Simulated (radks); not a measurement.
The numbers below are computed, except where a source is named.
Pb60+, 22 electrons, occupied as [Ar] 3d4.

Code: a radial shooting solver on a logarithmic mesh with Libxc functionals. Model: scalar-relativistic Kohn-Sham, LB94 model potential, spin-polarised, spherical densities, finite nucleus; open shells are filled with parallel spins first (spin-orbit coupling, left out, can overturn this in heavy ions); Fermi nuclear charge, rms radius 5.5012 fm.

Energy parts (Ry):
part                   energy
kinetic            39909.2024
electron-nucleus  -78439.5080
Hartree             4409.6289
(The LB94 potential has no energy functional, so no total or exchange-correlation energy is given.)

Orbitals (lengths in bohr, moments of r in powers of bohr; <r^-3> diverges for s and p1/2; r(max) is where P^2 peaks):
orbital  occ.  eigenvalue (Ry)      <r>  <1/r>    r(max)  <r^-3>
1s down     1        -6810.024  0.01603  101.4  0.009839       -
1s up       1        -6809.970  0.01603  101.4  0.009839       -
2s up       1        -1472.330  0.06716  23.94   0.05698       -
2s down     1        -1472.275  0.06711  23.96   0.05697       -
2p down     3        -1308.790  0.06088  21.06   0.04741   30080
2p up       3        -1308.784  0.06092  21.05   0.04742   30050
3s up       1        -557.6757   0.1669  9.305    0.1568       -
3s down     1        -555.6183   0.1671  9.286    0.1569       -
3p up       3        -510.1777   0.1666  8.481    0.1556    7828
3p down     3        -508.1448   0.1668  8.465    0.1557    7796
3d up       4        -468.0386   0.1484  7.979    0.1246   975.0
3d down     0        -466.0601   0.1485  7.982    0.1244   977.8

The highest occupied level is 3d up at -6368.0 eV. The density falls to 0.001 e/bohr^3 at r = 0.54 bohr. The electron density at the nucleus is 2.945e+06 e/bohr^3 (large components only). The spin density at the nucleus is 6.2 e/bohr^3 (1s 22.8, 2s -208.9, 3s 192.3). For comparison, the ionisation energy in NIST's Atomic Spectra Database is 6442 eV (theoretical). In exact Kohn-Sham theory the highest level is minus the ionisation energy, but local and semilocal functionals leave it too shallow, through self-interaction and a potential that decays too fast; potentials with the right tail come closer.
